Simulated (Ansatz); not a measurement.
Isolated molecules relaxed with PBE0-D4/def2-TZVP in Ansatz; ΔE leaves out vibrations. CCSD(T)/CBS is the MP2 limit (def2-TZVPP, def2-QZVPP) plus CCSD(T) − MP2 in def2-TZVPP, frozen cores. DFT in def2-TZVPP. Elements past krypton have def2 core potentials. For Te outer-core shells are correlated without core-valence functions, which leaves a few kJ/mol of doubt a bond. Each species was taken in one conformer, which may not be the lowest.

Reaction (redistribution): `S[SiH2][TeH]` + `[NH2][AlH][SiH2]O` → `O[SiH2]S` + `[NH2][AlH][SiH2][TeH]`

| level | ΔE (kJ/mol) | difference from CCSD(T)/CBS |
| --- | --- | --- |
| r2SCAN-D4 | -41.2 | -1.4 |
| ωB97X-V | -37.4 | 2.4 |
| B2PLYP | -38.4 | 1.4 |
| PBE | -37.6 | 2.2 |
| r2SCAN | -41.0 | -1.2 |
| PBE0 | -39.1 | 0.7 |
| HF/def2-TZVPP | -37.5 | 2.3 |
| MP2/def2-TZVPP | -42.0 | -2.2 |
| SCS-MP2/def2-TZVPP | -39.4 | 0.4 |
| CCSD/def2-TZVPP | -40.0 | -0.2 |
| CCSD(T)/def2-TZVPP | -41.1 | -1.3 |
| HF/def2-QZVPP | -37.0 | 2.8 |
| MP2/def2-QZVPP | -41.1 | -1.3 |
| SCS-MP2/def2-QZVPP | -38.6 | 1.2 |
| HF/CBS(def2) | -37.0 | 2.8 |
| MP2/CBS(def2) | -40.7 | -0.9 |
| CCSD(T)/CBS | -39.8 | 0 |

Largest T1 diagnostic among the species: 0.012.

In def2-TZVPP, CCSD(T) changes the Hartree–Fock value by −3.6 kJ/mol (the triples alone add −1.1 kJ/mol) and MP2 by −4.5 kJ/mol.
